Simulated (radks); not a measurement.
The numbers below are computed, except where a source is named.
Valence configurations of Tm+ (all share [Xe]). Level of theory: Dirac Kohn-Sham, LDA (Slater exchange, Perdew-Wang correlation), spin-unpolarised, spherical densities, finite nucleus; open shells fill j = l - 1/2 first; Fermi nuclear charge, rms radius 5.2256 fm (a radial shooting solver on a logarithmic mesh with Libxc functionals). Energies are relative to 4f13 6s1; eigenvalues in eV.

valence           E (eV)  e(4f5/2)  e(4f7/2)  e(5d3/2)  e(6p1/2)  e(6s1/2)
4f13 6s1           0.000   -10.693    -9.493         -         -    -9.439
4f12 5d1 6s1       4.771   -16.973   -15.703    -8.469         -   -10.165
4f13 5d0.5 6s0.5   1.252    -9.838    -8.639    -6.471         -    -9.058
4f13 6p1           3.477   -11.913   -10.712         -    -6.621         -
4f12 6s2           3.365   -19.295   -18.024         -         -   -11.030
4f13 5d1           2.580    -9.084    -7.887    -5.981         -         -
4f12.5 6s1 6p0.5   2.675   -15.376   -14.141         -    -6.845   -10.587
4f14               2.447    -4.596    -3.466         -         -         -
4f13.5 6s0.5       0.659    -7.223    -6.059         -         -    -8.635
4f11 6s1 6p2      23.722   -31.676   -30.330         -    -9.027   -13.729

NIST lists [Xe] 4f13 6s1 as the ground configuration; this level of theory agrees among the configurations tried. The energies are those of spherical spin-averaged densities, not of single terms.
